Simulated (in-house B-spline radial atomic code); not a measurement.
P6+: [He] 2s1 2p5 3d1 (an excited or competing configuration)

Computed with an all-electron radial atomic-structure program (B-spline basis): non-relativistic TPSSh, spin-polarised, spherical fractional occupations, exact exchange averaged over the configuration, point nucleus.

Screening seen three ways: the hydrogenic charge with the same mean radius, Z_r = [3n² - l(l+1)]/(2<r>), the one with the same energy, Z_e = n√(-2ε), and Slater's rules. Values are occupation-weighted means over spin.

```
shell  electrons   ε (eV)  <r> (bohr)    Z_r    Z_e  Slater
   1s          2  -2264.6      0.1037  14.47  12.90   14.70
   2s          1  -320.25      0.4915  12.21   9.70   11.55
   2p          5  -269.42      0.4464  11.20   8.90   11.55
   3d          1  -72.219       1.359   7.73   6.91    7.00
```

The least bound orbital is 3d up at -72.22 eV, and it is also the most diffuse (<r> = 1.359 bohr).
